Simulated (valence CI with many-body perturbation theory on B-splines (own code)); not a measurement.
# Questions on Pr45+

Calculated by relativistic CI+MBPT: four valence electrons over a frozen Dirac-Fock core [Ne], radial functions for each j: 11 s, 11 p, 9 d, 7 f, 5 g, 2 h, 1 i, with the one-electron correlation potential Σ1, the two-electron term Σ2, the three-electron term Σ3, Breit, model QED; selected CI, second order for the rest (own B-spline code, finite nucleus).

No measured spectrum was set against this ion. As an estimate, large intervals hold to a few tenths of a per cent, small ones and those within an open d or f shell to about a per cent.

Levels are named by their leading jj configuration (3d3/2^4 stands for four electrons in 3d with j = 3/2), which in mixed levels can hold well under half, so a name can repeat and another be missing.

Rates and lifetimes use the calculated energies. Strong lines usually hold to 10 to 20 %, long lifetimes can be off by a factor of two.

(1) What is the ground level?

(2) How well does LS coupling describe the low levels?

(3) What are the static dipole polarisabilities of the lowest levels?

(4) What is the ionisation energy?

(5) Among levels below 4915.1 × 10³ cm⁻¹, which E1 lines absorb most strongly from the ground level?

## Answers

(1) (3s^2 3p1/2^2) J=0, composition 71 % 3s²3p² ³P + 28 % 3s²3p² ¹S.

(2) Among the lowest 20 levels the leading LS term, summed over configurations, holds 58 % on average. For single configurations the figures are 56 % in LS and 89 % in jj coupling. Terms mix most in the J = 2 level at 3261.9 × 10³ cm⁻¹, where the leading one holds 27 %.

(3) (3s^2 3p1/2^2) J=0 0.00765; (3s^2 3p1/2 3p3/2) J=1 0.00908 (tensor 0.00037) bohr³, of which the core gives 0.000126.

(4) 3730.8 eV; NIST lists 3729 ± 4 eV (theoretical).

(5) to (3s^2 3p1/2 3d3/2) J=1 at 3.996 nm, f = 0.689; to (3s 3p1/2^2 3p3/2) J=1 at 4.881 nm, f = 0.157; to (3s 3p1/2 3p3/2^2) J=1 at 3.302 nm, f = 0.00179.
